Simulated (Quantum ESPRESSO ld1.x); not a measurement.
Results of a calculation; reference values are marked as such.
Question: Radial electron density D(r) = 4 pi r^2 rho(r) of an atom or ion with 7 electrons. Level of theory: scalar-relativistic Kohn-Sham, LDA (Slater exchange, VWN5 correlation), spin-unpolarised, spherical densities, point nucleus (ld1.x of Quantum ESPRESSO 7.5).

```
   r/bohr * D(r) (the largest magnitude, 8.51, reaches the edge; | marks zero)
  0.01047 | *
  0.01162 |  *
  0.01289 |  *
   0.0143 |   *
  0.01587 |    *
  0.01761 |     *
  0.01954 |      *
  0.02168 |       *
  0.02405 |         *
  0.02648 |           *
  0.02938 |             *
   0.0326 |               *
  0.03617 |                  *
  0.04014 |                     *
  0.04454 |                        *
  0.04942 |                           *
  0.05483 |                               *
  0.06084 |                                   *
  0.06697 |                                      *
  0.07432 |                                          *
  0.08246 |                                             *
   0.0915 |                                                 *
   0.1015 |                                                   *
   0.1127 |                                                     *
    0.125 |                                                      *
   0.1387 |                                                      *
   0.1539 |                                                     *
   0.1694 |                                                  *
    0.188 |                                               *
   0.2086 |                                           *
   0.2314 |                                      *
   0.2568 |                                 *
   0.2849 |                            *
   0.3162 |                        *
   0.3508 |                     *
   0.3893 |                   *
   0.4285 |                   *
   0.4755 |                   *
   0.5276 |                     *
   0.5854 |                       *
   0.6496 |                         *
   0.7208 |                           *
   0.7998 |                           *
   0.8874 |                           *
   0.9847 |                          *
    1.084 |                       *
    1.203 |                    *
    1.335 |                *
    1.481 |             *
    1.643 |         *
    1.823 |      *
    2.023 |    *
    2.245 |  *
    2.491 | *
    2.742 |*
    3.042 *
    3.376 *
    3.746 *
    4.156 *
```

What is the nuclear charge?

Answer: Z = 8. The innermost maximum, from 1s, lies near gamma/Z bohr with gamma = sqrt(1 - (Z/c)^2) = 0.998, here 0.125 bohr (found: 0.130), and its height grows with Z. The density is that of the oxygen ion O+ in [He] 2s2 2p3; the configuration itself is not fixed sharply by these data. D(r) has 2 maxima, at r = 0.130, 0.813 bohr, and minima at 0.425 bohr, inside which lie 2.19 electrons.
